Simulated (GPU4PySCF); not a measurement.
DNSS (C₂₂H₁₂Se₂), SMILES c1ccc2c(cc3[se]c4c([se]c5cc6ccccc6cc54)c3c2)c1.

Geometry: B3LYP-D3(BJ)/def2-SVP.

The numbers are results of TDA-PBE/def2-SVPD run with GPU4PySCF, not measurements.

Vertical excitations. 

**Question.** Give excitation energies, oscillator strengths and character. (Estimate from the structure and the level; the computed values follow.)

**Answer.** 
```tsv
state	energy (eV)	λ (nm)	f	main pairs
S1	2.48	501	0.078	HOMO→LUMO 86 %
S2	2.73	455	0.000	HOMO→LUMO+1 57 %, HOMO−1→LUMO 42 %
S3	3.11	398	0.000	HOMO−1→LUMO 48 %, HOMO→LUMO+1 36 %
S4	3.22	385	0.091	HOMO→LUMO+2 56 %, HOMO−2→LUMO 36 %
S5	3.26	380	0.000	HOMO→LUMO+3 100 %
S6	3.41	364	0.086	HOMO−1→LUMO+1 56 %, HOMO−3→LUMO 24 %, HOMO−2→LUMO 11 %
S7	3.50	355	0.601	HOMO−3→LUMO 38 %, HOMO−2→LUMO 34 %, HOMO→LUMO+2 15 %
S8	3.65	340	0.000	HOMO→LUMO+4 50 %, HOMO−2→LUMO+1 47 %
T1	1.91	650	0	HOMO→LUMO 97 %
T2	2.42	511	0	HOMO−1→LUMO 64 %, HOMO→LUMO+1 33 %
T3	2.66	466	0	HOMO→LUMO+1 66 %, HOMO−1→LUMO 34 %
T4	2.82	440	0	HOMO−2→LUMO 93 %
```
Triplets are in the Tamm–Dancoff approximation.
